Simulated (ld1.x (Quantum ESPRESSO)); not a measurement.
# tantalum, TM: configuration errors across variants

* Element: Ta (Z = 73)
* Generator: ld1.x (Quantum ESPRESSO) 7.5
* Type: norm-conserving Troullier–Martins (Kleinman–Bylander form)
* Functional: PBE
* Relativity: scalar-relativistic
* Frozen core: [Xe] 4f14
* Valence charge: 5
* Reference configuration: 5d3 6s1 6p1
* Partial waves: 6s (bound): rc 2.90 bohr; 5d (bound): rc 2.05 bohr; 6p (bound): rc 2.90 bohr
* Local potential: the p channel
* Core correction: Bessel-smoothed model core inside 1.30 bohr

All-electron excitation energies from the reference (eV): (1) 5d3 6s2 6p0 -4.178; (2) 5d3 6s1 6p0 4.289; (3) 5d3 6s0 6p0 19.261; (4) 5d4 6s1 6p0 -2.085; (5) 5d2 6s2 6p1 -1.193; (6) 5d4 6s0 6p0 5.723; (7) 5d2 6s0 6p0 42.865.

Errors AE − PS in meV (a dash: test not solved or not reliable):

| change | (1) | (2) | (3) | (4) | (5) | (6) | (7) | bound ghosts |
| --- | --- | --- | --- | --- | --- | --- | --- | --- |
| base | -0.7 | -5.5 | -42 | -71 | -54 | -128 | -246 | none |
| core correction none | +7.9 | +1.8 | +62 | -35 | +26 | -18 | +82 | none |
| core correction Bessel-smoothed model core inside 0.86 bohr | -0.7 | -5.5 | -42 | -71 | -54 | -128 | -246 | none |
| core correction Bessel-smoothed model core inside 1.14 bohr | -0.7 | -5.5 | -42 | -71 | -54 | -128 | -246 | none |
| core correction Bessel-smoothed model core inside 1.48 bohr | -0.7 | -5.5 | -42 | -71 | -54 | -128 | -246 | none |
| core correction Bessel-smoothed model core inside 1.72 bohr | -0.7 | -5.5 | -42 | -71 | -54 | -128 | -246 | none |
| core correction Bessel-smoothed model core inside 1.96 bohr | -0.7 | -5.5 | -42 | -70 | -53 | -127 | -244 | none |
| core correction Bessel-smoothed model core inside 2.50 bohr | +0.6 | -5.1 | -35 | -66 | -40 | -111 | -216 | none |

Give the same row for: core correction Bessel-smoothed model core inside 2.22 bohr.

-0.3, -5.4, -40, -69, -49, -122, -237; bound ghosts: none.
